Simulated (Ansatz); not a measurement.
Coupled-cluster run, C3H9OSb, SMILES `CC[O][SbH][CH3]`.

```yaml
crystal:
  periodic: [false, false, false]
  atoms:
    - {symbol: C, position_ang: [0.084639, -1.839315, -0.239867]}
    - {symbol: C, position_ang: [0.147497, -0.661132, -1.187057]}
    - {symbol: O, position_ang: [-1.037253, 0.102391, -1.131701]}
    - {symbol: Sb, position_ang: [-1.093425, 1.893153, -0.331671]}
    - {symbol: C, position_ang: [-0.117568, 1.439419, 1.536744]}
    - {symbol: H, position_ang: [0.009802, -1.506117, 0.797707]}
    - {symbol: H, position_ang: [0.979296, -2.460696, -0.338195]}
    - {symbol: H, position_ang: [-0.789087, -2.455352, -0.462014]}
    - {symbol: H, position_ang: [0.262015, -1.019653, -2.217865]}
    - {symbol: H, position_ang: [1.034010, -0.047703, -0.969154]}
    - {symbol: H, position_ang: [0.387601, 2.433147, -1.034658]}
    - {symbol: H, position_ang: [0.147314, 2.378796, 2.026782]}
    - {symbol: H, position_ang: [0.788384, 0.857008, 1.372595]}
    - {symbol: H, position_ang: [-0.803244, 0.886033, 2.178353]}
basis:
  gaussian: {orbitals: def2-TZVPP}
correlation: {method: ccsd_t}
```

```sh
$ ansatz run in.yaml --threads 2 --pin off --events-out ev --progress --plain --max-ram 22528MiB --backend cuda --devices 0, --max-vram 18GiB
```

Log, shortened:

```
Functional definition: HF
1908 factors; integrals over basis functions are off by at most 1.0e-3 eV
mean field evaluation 1: about -11778.3482 eV, gradient 4.5e1 eV
mean field evaluation 2: about -11778.6309 eV, gradient 4.5e1 eV
mean field evaluation 4: about -11783.3817 eV, gradient 5.8e0 eV
mean field evaluation 8: about -11783.4845 eV, gradient 4.9e-1 eV
mean field -11783.48528476 eV, -433.0350970817 hartree, gradient 2.8e-6 eV, S^2 0.000000; 0 other end points of the search recorded, 0 dependent functions left out
8 core orbitals not correlated: weight in the atoms' cores, before any rotation towards them, 1.000 or more for the frozen orbitals, at most 0.000 for the correlated occupied ones
reference -11783.48528476 eV, -433.0350970817 hartree; 21, 21 occupied and 271, 271 virtual orbitals, 1908 factors
second order -30.65098545 eV of doubles, -0.00000000 eV of singles
cycle   1  -30.66965961 eV  change   -1.9e-2 eV  update   1.3e-1
cycle   2  -31.41525136 eV  change   -7.5e-1 eV  update   3.9e-2
cycle   3  -31.59046949 eV  change   -1.8e-1 eV  update   2.2e-2
cycle   4  -31.58122465 eV  change    9.2e-3 eV  update   6.0e-3
cycle   5  -31.57656117 eV  change    4.7e-3 eV  update   2.9e-3
cycle   6  -31.57769864 eV  change   -1.1e-3 eV  update   1.0e-3
cycle   7  -31.57741859 eV  change    2.8e-4 eV  update   4.5e-4
cycle   8  -31.57722108 eV  change    2.0e-4 eV  update   1.5e-4
cycle   9  -31.57729747 eV  change   -7.6e-5 eV  update   6.4e-5
cycle  10  -31.57731945 eV  change   -2.2e-5 eV  update   2.4e-5
perturbative correction -1.15247958 eV, -0.0423528435 hartree
Total energy: -11816.21508379 eV, -434.2378950109 hartree
```

Hardware: 2 threads of an AMD EPYC 7R13 on a shared host and a share of an NVIDIA H100 80 GB. Wall time 12 s, peak host memory 0.89 GiB.

MP2 recovers 93.6 % of the CCSD(T) correlation energy and the triples give 3.5 %; T1 = 0.0129.
